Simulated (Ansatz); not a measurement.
A nudged elastic band was laid between two geometries of C$_{3}$H$_{7}$GeN (12 atoms, charge 0, multiplicity 1).

Method: RKS LDA/def2-SVP in Ansatz 0.2.0.

```yaml
movable_images: 1
climbing_image: no
spring: 5.0 eV/Å²
optimiser: quadratic models (default)
start_path: through a guess of the saddle point
force_threshold: 0.05 eV/Å
iteration_limit: 60
end_points: relaxed
```

Image 0:

```xyz
12
Properties=species:S:1:pos:R:3
C -1.425 -1.040 2.135
C -0.592 -0.365 1.174
C 0.120 0.214 0.359
Ge 1.195 1.065 -0.943
N 0.988 0.405 -2.633
H -2.197 -1.667 1.637
H -0.829 -1.709 2.794
H -1.959 -0.317 2.791
H 0.816 2.559 -0.998
H 2.677 0.868 -0.565
H 0.035 0.518 -3.000
H 1.247 -0.586 -2.716
```

Image 2:

```xyz
12
Properties=species:S:1:pos:R:3
C -0.846 -0.734 1.475
C -0.397 0.514 0.923
C -0.064 1.610 0.425
Ge 1.484 0.688 -0.789
N 0.662 -0.176 -2.175
H -1.058 -1.464 0.661
H -0.076 -1.189 2.135
H -1.783 -0.608 2.068
H -0.199 2.690 0.321
H 1.659 -0.571 0.161
H 0.341 0.336 -3.000
H 0.354 -1.152 -2.170
```

Problem. Which bonds break or form, and what moves?

Solution. Bonds broken: Ge4–H9. Bonds formed: C3–H9.

Problem. What energy profile does the band end with?

Solution. It converged. The highest image is number 1 of 0 to 2, 0.99 eV above the first end and 0.34 eV above the last; the last end lies 0.65 eV above the first. No image climbed, so the highest image needn't sit at the top of the path. A band with more images between the same ends climbed to 2.09 eV, so this one has probably stepped over the top. So few images can step over the top or miss a turn of the path. The orbitals stay closed-shell, which can raise the energy where a bond breaks towards radicals; this wasn't checked here.

```json
{"image": "0", "path coordinate (Å)": "0.00", "energy (eV)": "0.00", "Ge4–H9 (Å)": "1.54", "C3–H9 (Å)": "2.80"}
{"image": "1", "path coordinate (Å)": "4.07", "energy (eV)": "0.99", "Ge4–H9 (Å)": "2.79", "C3–H9 (Å)": "1.08"}
{"image": "2", "path coordinate (Å)": "8.14", "energy (eV)": "0.65", "Ge4–H9 (Å)": "2.84", "C3–H9 (Å)": "1.09"}
```

Problem. What is the geometry of the highest image?

Solution. 
```xyz
12
Properties=species:S:1:pos:R:3:forces:R:3
C -1.206 -0.890 1.999 0.02 0.02 -0.05
C -1.005 0.232 1.117 0.01 0.01 0.00
C -0.864 1.212 0.395 -0.01 0.04 0.00
Ge 1.555 1.121 -1.071 0.00 -0.01 0.00
N 1.418 0.143 -2.598 -0.01 -0.02 0.04
H -2.113 -0.735 2.629 0.09 0.00 -0.04
H -1.359 -1.839 1.437 0.05 0.03 0.01
H -0.339 -1.032 2.683 -0.04 -0.02 -0.04
H -0.867 2.149 -0.151 -0.05 -0.01 0.00
H 2.166 -0.110 -0.242 -0.04 -0.04 0.04
H 1.033 0.543 -3.460 0.01 0.02 0.03
H 1.659 -0.848 -2.705 -0.03 -0.01 0.02
```

The band took 29 iterations and of the order of 90 core-seconds.

The run took 46 s on 2 threads of Arm Neoverse V1 (shared host), peak memory 0.16 GiB.
